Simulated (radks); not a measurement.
Task: Ce III, configuration [Xe] 4f2. Calculated with a radial shooting solver on a logarithmic mesh with Libxc functionals: Dirac Kohn-Sham, BLYP, spin-unpolarised, spherical densities, point nucleus; open shells fill j = l - 1/2 first. Some entries of the table are withheld. Estimate them.

| orbital | occ. | eigenvalue (hartree) | <r^2> (bohr^2) |
|---|---|---|---|
| 1s1/2 | 2 | -1479.078 | (1) |
| 2s1/2 | 2 | (2) | 0.01300 |
| 2p1/2 | 2 | -223.6882 | 0.009531 |
| 2p3/2 | 4 | -207.2670 | 0.01079 |
| 3s1/2 | 2 | -51.12958 | 0.08863 |
| 3p1/2 | 2 | -45.53655 | 0.08352 |
| 3p3/2 | 4 | -42.30944 | 0.09106 |
| 3d3/2 | 4 | -32.53023 | (3) |
| 3d5/2 | 6 | -31.83686 | (4) |
| 4s1/2 | 2 | -10.49876 | 0.4604 |
| 4p1/2 | 2 | -8.42553 | (5) |
| 4p3/2 | 4 | -7.73617 | (6) |
| 4d3/2 | 4 | -4.33789 | 0.6429 |
| 4d5/2 | 6 | -4.21808 | 0.6602 |
| 5s1/2 | 2 | -1.82920 | 2.675 |
| 5p1/2 | 2 | -1.27882 | 3.428 |
| 5p3/2 | 4 | -1.18350 | 3.768 |
| 4f5/2 | 2 | -0.47420 | 2.050 |
| 4f7/2 | 0 | -0.46362 | 2.117 |

Result: 
(1) 1s1/2 <r^2> (bohr^2): 0.0008206
(2) 2s1/2 eigenvalue (hartree): -236.8967
(3) 3d3/2 <r^2> (bohr^2): 0.07454
(4) 3d5/2 <r^2> (bohr^2): 0.07668
(5) 4p1/2 <r^2> (bohr^2): 0.4926
(6) 4p3/2 <r^2> (bohr^2): 0.5348
